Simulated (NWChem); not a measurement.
AlH$_{3}$O$_{2}$; SMILES [OH][AlH][OH]

```xyz
6

Al    -0.3565    -0.1424    -0.2465
H     -1.5275    -0.9449    -0.9266
O     -0.1438     1.4779    -0.7004
H      0.5322     2.0648    -0.3584
O      0.6991    -0.8074     0.9104
H      0.6799    -1.7046     1.2450
```
Atoms are numbered in this order, from 1.

Computed with NWChem. Pople sets run with spherical d functions. Geometry: optimised at PBE0/def2-SVP. B3LYP is NWChem's, with the RPA form of VWN correlation. Atomic charges in e: unrestrained fits to the electrostatic potential beside Mulliken populations; buried atoms are poorly determined by the fit.

For level B3LYP/def2-SVP:

| Item | Result |
|---|---|
| ESP Al1 | 1.04 |
| Mulliken Al1 | 0.73 |
| ESP O3 | -0.78 |
| Mulliken O3 | -0.46 |
| ESP O5 | -0.76 |
| Mulliken O5 | -0.46 |

What are these values for level Hartree-Fock/6-31G*?


| Quantity | Result |
|---|---|
| ESP Al1 | 1.24 |
| Mulliken Al1 | 1.15 |
| ESP O3 | -0.91 |
| Mulliken O3 | -0.96 |
| ESP O5 | -0.88 |
| Mulliken O5 | -0.96 |
